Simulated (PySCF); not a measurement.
Zn(Et) (C2H5Zn), SMILES C[CH2][Zn] (connectivity only; charge and spin as stated), neutral, multiplicity 2.

Coordinates come from a B3LYP-D3(BJ)/def2-SVP optimisation. The multiplicity is an assumed one; other spin states were not compared. The isomer is the one that the SMILES or the coordinates give; other isomers of the formula were not compared.

Two levels are set side by side: PBE/def2-TZVPD (PySCF) and PBE0/def2-TZVPD (PySCF). Same geometry, gas phase. Differences are taken from unrounded values.

```json
[
 {"quantity": "α-spin orbital gap (eV)", "PBE0": "4.30"},
 {"quantity": "β-spin orbital gap (eV)", "PBE0": "5.11"},
 {"quantity": "dipole moment (D)", "PBE0": "0.47"},
 {"quantity": "mean polarisability (bohr³)", "PBE0": "73.7"}
]
```

### Question
What does PBE give, and how far is it from PBE0? (Estimate from the structure and the level; the computed values follow.)

### Answer

| quantity | PBE | PBE minus PBE0 |
|---|---|---|
| α-spin orbital gap (eV) | 2.77 | -1.53 |
| β-spin orbital gap (eV) | 3.44 | -1.68 |
| dipole moment (D) | 0.68 | 0.22 |
| mean polarisability (bohr³) | 74.3 | 0.6 |

Rough cost on one machine, each run with all the roots and properties that it gave: PBE0 against PBE within a factor of 2.
